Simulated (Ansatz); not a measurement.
[Cu(H2O)3Br]+ (CuBrO3H6⁺) was relaxed with PBE0-D4 (def2-SVP) in Ansatz in these states: charge +1 doublet, charge +2 triplet. The geometries follow in no particular order.

A:

```xyz
11

Cu   -0.250   -0.241    0.013
O     1.143   -1.546    0.632
H     0.771   -2.435    0.494
H     1.402   -1.517    1.567
O     1.193    1.163   -0.078
H     2.140    0.988   -0.166
H     1.065    2.116    0.011
O    -1.559    1.146   -0.605
H    -2.447    0.787   -0.431
H    -1.555    1.394   -1.542
Br   -1.902   -1.855    0.104
```

B:

```xyz
11

Cu   -0.237   -0.090    0.264
O    -0.581   -1.863   -0.542
H    -1.271   -2.071   -1.196
H    -0.077   -2.678   -0.369
O     1.034    0.390   -1.146
H     1.277   -0.162   -1.907
H     1.530    1.223   -1.208
O     0.004    1.645    1.182
H     0.659    1.841    1.875
H    -0.496    2.461    1.002
Br   -1.841   -0.697    2.046
```

Problem. Judge from the bond lengths which geometry belongs to which state (an estimate).

Solution. A is the charge +1 doublet (Cu1–Br11 2.311 Å, Cu1–O5 2.015 Å, Cu1–O2 2.007 Å); B is the charge +2 triplet (Cu1–Br11 2.473 Å, Cu1–O5 1.958 Å, Cu1–O2 1.978 Å).
